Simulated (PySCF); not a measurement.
# Deuteron quadrupole couplings in `C#C[SiH](CC=C)CC=C`

C₈H₁₂Si.
Cartesian coordinates in Å at the GFN2-xTB level; atoms count from 1:
```xyz
21
C8H12Si angstrom
C     -0.6666    3.1722    0.6029
C     -0.4747    2.1526   -0.0053
Si    -0.1664    0.5675   -0.9153
C     -0.8294   -0.8769    0.1496
C     -2.3012   -0.7789    0.3305
C     -3.1834   -1.5697   -0.2537
C      1.7259    0.3668   -1.1552
C      2.4323    0.2817    0.1506
C      2.9508   -0.8243    0.6546
H     -0.8383    4.0663    1.1309
H     -0.8459    0.6302   -2.2183
H     -0.5757   -1.8279   -0.3204
H     -0.3366   -0.8478    1.1235
H     -2.6342    0.0271    0.9717
H     -2.8767   -2.3758   -0.9008
H     -4.2439   -1.4510   -0.1113
H      1.9283   -0.5259   -1.7477
H      2.0947    1.2263   -1.7154
H      2.4782    1.2075    0.7101
H      2.9169   -1.7609    0.1209
H      3.4369   -0.8422    1.6153
```

Level: PBE0/pcSseg-1 (PySCF, non-relativistic); Q(2H) = 0.00286 b; rigid geometry, the same for H and D, with no vibrational averaging.

**Question.** Rank these positions by the coupling χzz of a deuteron there, largest first.
A. H11 (Si–H hydrogen)
B. H10 (alkyne hydrogen)
C. H15 (vinylic hydrogen)
D. H13 (methylene hydrogen)
E. H19 (vinylic hydrogen)

**Answer.** B (260 kHz), C (226 kHz), E (216 kHz), D (208 kHz), A (105 kHz).

**Question.** Tabulate Vzz, the asymmetry η and χzz = 234.96 MHz × Q × Vzz for every hydrogen position.

**Answer.** 
```tsv
atom	bonded to	bond length (Å)	Vzz (au)	η	χzz (kHz)
H10	C1	1.052	0.3869	0.00	260
H11	Si3	1.471	0.1561	0.01	105
H12	C4	1.091	0.3125	0.03	210
H13	C4	1.092	0.3088	0.03	208
H14	C5	1.082	0.3225	0.05	217
H15	C6	1.078	0.3362	0.06	226
H16	C6	1.077	0.3399	0.06	228
H17	C7	1.090	0.3130	0.04	210
H18	C7	1.090	0.3136	0.04	211
H19	C8	1.083	0.3218	0.05	216
H20	C9	1.079	0.3356	0.06	226
H21	C9	1.077	0.3394	0.06	228
```

**Question.** Average by the element that carries the hydrogen.

**Answer.** on C: 222 kHz over 11 positions, mean bond length 1.081 Å; on Si: 105 kHz over 1 position, mean bond length 1.471 Å.

**Question.** How does χzz go with the bond length over the 11 C–H bonds?

**Answer.** A straight-line fit has a slope of -13.3 kHz for each 0.01 Å, with a correlation coefficient of -0.99, over lengths from 1.052 to 1.092 Å. The longer bonds have the smaller couplings here.

The structure is a single GFN2-xTB conformer in the gas phase; no vibrational or solvent corrections. GFN2-xTB bond lengths can be off by several hundredths of an ångström, more for odd bonds, and the gradients follow them. The small basis limits the accuracy of the gradients.

The run behind these numbers computed NMR shieldings as well. The run took 84 s (grids of density and orbitals included) on one thread, Arm Neoverse N1 (aarch64), no GPU, shared host with 32 logical CPUs at a one-minute load of 24, and the process peaked at 0.99 GiB of memory.
